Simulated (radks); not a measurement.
Results of a calculation; reference values are marked as such.
Task: The thallium ion Tl54+, configuration [Ne] 3s1 3p6 3d9 4d1 (not the ground configuration). Code: a radial shooting solver on a logarithmic mesh with Libxc functionals. Model: scalar-relativistic Kohn-Sham, Wu-Cohen GGA, spin-polarised, spherical densities, finite nucleus; open shells are filled with parallel spins first (spin-orbit coupling, left out, can overturn this in heavy ions); Fermi nuclear charge, rms radius 5.4759 fm. Some entries of the table are withheld. Estimate them.

orbital  occ.  eigenvalue (eV)  <r^2> (bohr^2)
1s up       1        -88871.74       0.0003689
1s down     1        -88867.04       0.0003689
2s up       1        -18444.89        0.005570
2s down     1        -18435.65        0.005568
2p up       3        -16329.58        0.004713
2p down     3        -16321.50        0.004710
3s up       1        -6622.960             (1)
3s down     0        -6609.206             (2)
3p up       3        -6007.500             (3)
3p down     3        -5993.965             (4)
3d up       5        -5410.927             (5)
3d down     4        -5397.044             (6)
4d up       1        -2849.411          0.1300
4d down     0        -2836.177          0.1301

Result: 
(1) 3s up <r^2> (bohr^2): 0.03410
(2) 3s down <r^2> (bohr^2): 0.03411
(3) 3p up <r^2> (bohr^2): 0.03464
(4) 3p down <r^2> (bohr^2): 0.03464
(5) 3d up <r^2> (bohr^2): 0.02801
(6) 3d down <r^2> (bohr^2): 0.02801
